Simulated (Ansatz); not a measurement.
The cluster Sn₅Cl₄⁺, relaxed as a doublet with UKS PBE-D4/def2-SVP in Ansatz, starting from the GFN2-xTB geometry. Force threshold 0.03 eV/Å.

In the def2 sets Sn takes a core potential; there is no spin–orbit coupling. Another isomer (doublet) lies 0.16 eV lower at PBE0-D4/def2-SVP; other spin states weren't run for this one.

Start:

```tsv
atom	x (Å)	y (Å)	z (Å)
Sn1	2.241	-0.927	1.191
Sn2	-0.701	-1.506	1.657
Sn3	0.093	1.047	-2.541
Sn4	-2.154	-2.580	-0.488
Sn5	-0.867	1.495	2.079
Cl6	-0.826	2.091	-0.440
Cl7	1.938	-0.056	-1.228
Cl8	1.685	1.395	2.095
Cl9	-1.408	-0.958	-2.324
```

Task: Estimate the energy that the relaxation releases and the steps that it takes.

Result: 25.7 kJ/mol, in 4 steps; 53 s on 6 threads of Intel Xeon on a shared host. No frequencies were taken in this run, so the end may be a saddle point.

Task: Does the start keep its bonding and symmetry?

Result: By distances, no bond broke or formed. The bond that changes most is Sn4–Cl9, from 2.56 to 2.67 Å (atoms count from 1). Point group Cs at the start, Cs at the end, both within 0.05 Å.

Task: Predict the relaxed structure.

Result: 
```xyz
9

Sn    2.206   -0.930    1.246
Sn   -0.701   -1.480    1.585
Sn    0.082    1.032   -2.533
Sn   -2.215   -2.666   -0.467
Sn   -0.844    1.447    2.116
Cl   -0.906    2.217   -0.453
Cl    2.062   -0.092   -1.299
Cl    1.804    1.494    2.242
Cl   -1.489   -1.022   -2.438
```
Bond lengths (bridged metal pairs left out): 8 × Cl–Sn 2.59 to 2.68 Å; 3 × Sn–Sn 2.81 to 2.98 Å.
